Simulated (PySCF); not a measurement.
Trend along the halogens: MGa cations

PBE with double-zeta basis sets in PySCF, for the lowest determinant that a PBE0 search found; no spin–orbit coupling. De refers to high-spin ground-configuration atoms (the charge goes to the atom of lower measured ionisation energy or higher electron affinity, which is not always the lowest computed limit). A positive dipole points towards Ga; it is taken about the centre of mass and depends on that origin.

```tsv
M	basis	charged atom	state (unpaired electrons)	Re (Å)	ωe (cm⁻¹)	De (eV)	μ (D)
F	aug-cc-pVDZ-PP/aug-cc-pVDZ	Ga+	doublet (σ ↑)	1.759	615	1.54	3.41
Cl	cc-pVDZ-PP/cc-pV(D+d)Z	Ga+	doublet (σ ↑)	2.158	358	0.91	2.81
Br	cc-pVDZ-PP	Ga+	doublet (σ ↑)	2.314	252	0.77	4.15
```

The shortest bond is that of GaF⁺ (1.759 Å), the longest that of GaBr⁺ (2.314 Å).

The rows differ in basis set, which adds steps of its own.

Down a group the atoms grow and get heavier, so bonds lengthen and wavenumbers fall; this series shows no clear exception.

Spin–orbit coupling is left out. For an ion De counts to the pair picked by the measured ionisation energies or electron affinities, which need not be the lowest pair at this level. States were picked by a PBE0 search and need not be the measured ground states.
